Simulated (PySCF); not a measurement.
Gas-phase equilibrium of 1 mol H2S, 2.2 mol SO2 at 2000 K and 0.00100 bar, among 21 species (S2O, SO2, O2, O, S2, S6, HO2, H2S2, H2O, H, H2O2, H2S, O3, SO, SH, H2, S8, S, SO3, H2SO4, OH). Only gases are allowed; each row takes one source of thermochemistry for all species, and Cantera finds the minimum.

Energies from PySCF, thermal terms from the rigid-rotor harmonic-oscillator model, ideal gas at 1 bar. † marks an energy on the PBE0/def2-TZVP geometry and frequencies; other levels use their own. 6-31G* has spherical d functions here. Open shells (unrestricted) among the columns below: O2 (multiplicity 3), O (multiplicity 3, electronic degeneracy 9), S2 (multiplicity 3), H (multiplicity 2), SO (multiplicity 3), SH (multiplicity 2, electronic degeneracy 4), S (multiplicity 3, electronic degeneracy 9), OH (multiplicity 2, electronic degeneracy 4); the rest are closed-shell singlets. Spin-orbit splitting is ignored; it lowers the true energy and changes the entropy of O, SH, S, OH. B3LYP is the form with VWN-RPA correlation. The harmonic model lacks anharmonicity and excited electronic states, which grow with temperature; levels with a mode under 35 cm⁻¹ are left out.

Molecules larger than those listed are left out.

Mole fractions:

```json
[
 {"thermochemistry": "B3LYP/6-31G*", "x SO": "0.55", "x O": "0.0045", "x SO2": "0.060", "x S": "0.034", "x H": "0.019", "x H2O": "0.068", "x H2": "0.13", "x O2": "0.098", "x S2": "0.022", "x OH": "0.012", "x SH": "0.0038"},
 {"thermochemistry": "HF/6-31G*", "x SO": "2.9e-6", "x O": "0.46", "x SO2": "<1e-12", "x S": "0.34", "x H": "0.19", "x H2O": "4.1e-6", "x H2": "0.010", "x O2": "4.8e-8", "x S2": "1.4e-6", "x OH": "0.00056", "x SH": "0.00027"},
 {"thermochemistry": "M06-2X/def2-TZVP†", "x SO": "0.32", "x O": "0.00067", "x SO2": "0.32", "x S": "0.022", "x H": "0.020", "x H2O": "0.14", "x H2": "0.094", "x O2": "0.0013", "x S2": "0.069", "x OH": "0.0045", "x SH": "0.0044"},
 {"thermochemistry": "r2SCAN/def2-TZVP†", "x SO": "0.38", "x O": "0.00035", "x SO2": "0.30", "x S": "0.0081", "x H": "0.026", "x H2O": "0.088", "x H2": "0.14", "x O2": "0.0023", "x S2": "0.046", "x OH": "0.0048", "x SH": "0.0030"},
 {"thermochemistry": "ωB97M-V/def2-TZVP†", "x SO": "0.26", "x O": "0.00036", "x SO2": "0.37", "x S": "0.021", "x H": "0.023", "x H2O": "0.11", "x H2": "0.13", "x O2": "0.00047", "x S2": "0.076", "x OH": "0.0033", "x SH": "0.0069"},
 {"thermochemistry": "ωB97X-V/def2-TZVP†", "x SO": "0.34", "x O": "0.00047", "x SO2": "0.32", "x S": "0.018", "x H": "0.024", "x H2O": "0.11", "x H2": "0.12", "x O2": "0.0019", "x S2": "0.055", "x OH": "0.0042", "x SH": "0.0065"}
]
```
The most sensitive of these is SO2: it spans a factor of 10^11.6 over these rows; at this temperature one factor of ten is RT ln 10 = 38 kJ/mol.
